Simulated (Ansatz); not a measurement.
`CO[SiH](Br)OC` + `[Ag][I]` → `CO[SiH](I)OC` + `[Br][Ag]`  (redistribution)

Gas-phase electronic energies from Ansatz, PBE0-D4/def2-TZVP geometries. CCSD(T)/CBS is the MP2 limit (def2-TZVPP, def2-QZVPP) plus CCSD(T) − MP2 in def2-TZVPP, frozen cores. Functionals use def2-TZVPP. B3LYP here is the variant with VWN-RPA as its local correlation; programs differ in this. Elements past krypton have def2 core potentials. For Ag, Br, I outer-core shells are correlated without core-valence functions, which leaves a few kJ/mol of doubt a bond. Scalar relativity is left out up to krypton. Each species was taken in one conformer, which may not be the lowest.

```
             level  ΔE (kcal/mol)  difference from CCSD(T)/CBS
            PBE-D4            7.8                         -1.2
         r2SCAN-D4            8.7                         -0.3
           PBE0-D4            8.3                         -0.7
          B3LYP-D4            8.2                         -0.8
           ωB97X-V            8.0                         -1.0
           ωB97M-V            8.3                         -0.7
            B2PLYP            8.8                         -0.2
               PBE            8.2                         -0.8
            r2SCAN            8.8                         -0.2
              PBE0            8.7                         -0.3
             B3LYP            8.9                         -0.1
     HF/def2-TZVPP            9.5                          0.5
    MP2/def2-TZVPP            8.5                         -0.5
SCS-MP2/def2-TZVPP            8.4                         -0.6
   CCSD/def2-TZVPP            8.6                         -0.4
CCSD(T)/def2-TZVPP            8.4                         -0.6
     HF/def2-QZVPP            9.4                          0.4
    MP2/def2-QZVPP            8.9                         -0.1
SCS-MP2/def2-QZVPP            8.7                         -0.3
      HF/CBS(def2)            9.4                          0.4
     MP2/CBS(def2)            9.1                          0.1
    CCSD/CBS(def2)            9.2                          0.2
       CCSD(T)/CBS            9.0                            0
```

Largest T1 diagnostic among the species: 0.016.

In def2-TZVPP, CCSD(T) changes the Hartree–Fock value by −1.1 kcal/mol (the triples alone add −0.2 kcal/mol) and MP2 by −1.0 kcal/mol.
